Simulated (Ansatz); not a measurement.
Start from `[F][SnH]([F])[O][SiH3]` and change one atom or group to get `N#[C][SnH]([F])[F]`.

Ansatz, PBE0-D4/def2-TZVP geometries, multiplicity 1. Each molecule was computed in one conformer, which needn't be the lowest.

Elements past krypton have def2 core potentials.

| property | `[F][SnH]([F])[O][SiH3]` |
| --- | --- |
| LUMO energy (PBE0/def2-TZVPP) / eV | -1.81 |
| HOMO energy (B3LYP/def2-TZVPP) / eV | -8.82 |
| HOMO energy (PBE/def2-TZVPP) / eV | -7.57 |
| size of the dipole moment (PBE/def2-TZVPP) / D | 2.48 |
| HOMO–LUMO gap (PBE/def2-TZVPP) / eV | 4.75 |
| HOMO–LUMO gap (ωB97M-V/def2-TZVPP) / eV | 11.54 |

Problem. Give the same properties after the change, and the shifts. (Best estimate.)

Solution. Ansatz gave: 
```
                                      property  `N#[C][SnH]([F])[F]`  shift
            LUMO energy (PBE0/def2-TZVPP) / eV                 -1.87  -0.06
           HOMO energy (B3LYP/def2-TZVPP) / eV                -10.38  -1.56
             HOMO energy (PBE/def2-TZVPP) / eV                 -8.95  -1.38
size of the dipole moment (PBE/def2-TZVPP) / D                  3.47   0.99
           HOMO–LUMO gap (PBE/def2-TZVPP) / eV                  6.08   1.33
       HOMO–LUMO gap (ωB97M-V/def2-TZVPP) / eV                 13.02   1.48
```

With PBE0 the HOMO falls by 1.63 eV and the LUMO falls by 0.06 eV, so the gap widens by about 1.57 eV. PBE moves the HOMO by -1.38 eV and ωB97M-V by -1.65 eV. The zero-point energy changes by -56.3 kJ/mol with -9 modes. Dipoles are sizes alone; their direction can turn.

B3LYP here is the variant with VWN-RPA as its local correlation; programs differ in this.
